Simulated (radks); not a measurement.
Problem. The table gives one normalised radial function P(r) = r R(r) of Cl3+ in [Ne] 3s1.5 3p2.5 (r in bohr). Method: non-relativistic Kohn-Sham, BLYP, spin-unpolarised, spherical densities, point nucleus; computed with a radial shooting solver on a logarithmic mesh with Libxc functionals.

| r | P |
|---|---|
| 0.005348 | 0.6671 |
| 0.006744 | 0.8216 |
| 0.008573 | 1.0124 |
| 0.0109 | 1.2372 |
| 0.01374 | 1.4866 |
| 0.01747 | 1.7740 |
| 0.02204 | 2.0709 |
| 0.02801 | 2.3796 |
| 0.03533 | 2.6526 |
| 0.04491 | 2.8704 |
| 0.05664 | 2.9745 |
| 0.072 | 2.9271 |
| 0.09153 | 2.6921 |
| 0.1154 | 2.2904 |
| 0.1467 | 1.7453 |
| 0.1851 | 1.1829 |
| 0.2352 | 0.6719 |
| 0.2967 | 0.3192 |
| 0.3771 | 0.1145 |
| 0.4756 | 0.0312 |
| 0.6046 | 0.0054 |
| 0.7686 | 0.0006 |
| 0.9694 | 0.0000 |
| 1.232 | 0.0000 |
| 1.554 | 0.0000 |
| 1.976 | 0.0000 |
| 2.491 | 0.0000 |
| 3.167 | 0.0000 |
| 3.994 | 0.0000 |
| 5.078 | 0.0000 |

Which n and l does it have? It may be an empty orbital.

Solution. n = 1, l = 0: the number of nodes gives n - l - 1 = 0, the rise at small r (about r^(l+1)) gives l, and the extent must fit the shell. The curve is that of 1s. 1s: eigenvalue -2789.0 eV, 0 radial nodes, <r> = 0.0914 bohr, 90 % of the charge inside 0.163 bohr.
